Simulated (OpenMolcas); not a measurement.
## Mo4+: moving or changing the point charges

Mo4+ among 5 point charges of -2 e arranged as a trigonal bipyramid (D3h), 2.21 Å from the ion, with the axial distance 2.232 Å.
```
   2.2100    0.0000    0.0000  -2.00
  -1.1050    1.9139    0.0000  -2.00
  -1.1050   -1.9139    0.0000  -2.00
   0.0000    0.0000    2.2321  -2.00
   0.0000    0.0000   -2.2321  -2.00
```

```yaml
Program: OpenMolcas 26.06
Method: CASSCF
Basis: ANO-RCC-VDZP [6s5p3d1f]
Scalar_Hamiltonian: DKH2, point nucleus
Active_space: 2 electrons in 5 orbitals (4d)
State_averaging: 2S+1 = 3 even, 10 roots; 2S+1 = 1 even, 15 roots
Spin-orbit_coupling: RASSI with atomic mean-field integrals over the reference wave functions
```

Runs around this geometry, states (labels of D3, the rotations of D3h). Energies in cm-1 above the lowest state or level, χT in cm3 K/mol.

| R (Å) | q (e) | Axial / equatorial distance | Ground state | First state of that spin | First gap with spin-orbit (degeneracies) | χT at 300 K | First state of another spin |
| --- | --- | --- | --- | --- | --- | --- | --- |
| 2.21 | -1.6 | 1.01 | 3A2 | 3A1 21.5 | 355.8 (2, 1) | 0.256 | 1E 11580 |
| 2.02 | -2 | 1.01 | 3A2 | 3A1 211.3 | 372.3 (2, 1) | 0.260 | 1E 11604 |
| 2.21 | -2 | 1.01 | 3A1 | 3A2 17.8 | 465.2 (2, 1) | 0.258 | 1E 11533 |
| 2.35 | -2 | 1.01 | 3A1 | 3A2 10.3 | 461.8 (2, 1) | 0.259 | 1E 11563 |
| 2.21 | -2 | 1.09 | 3A2 | 3A1 1274 | 449.1 (1, 2) | 0.204 | 1E 12721 |

The ground state changes within this set.

Without dynamic correlation the repulsion within the d shell is too large (B by tens of per cent), so at a given field states of lower spin stand too high. Spin-orbit coupling mixes the spin-free states strongly: the lowest level takes only 49 % from its leading state, 3A1, which lies 22 cm-1 above the lowest spin-free state (figures for R = 2.21, q = -1.6, ratio = 1.01; the like holds for R = 2.02, q = -2, ratio = 1.01, R = 2.21, q = -2, ratio = 1.01, R = 2.35, q = -2, ratio = 1.01). Point charges carry no covalency, so the field is a model and not that of real ligands. No measured value stands beside these numbers.
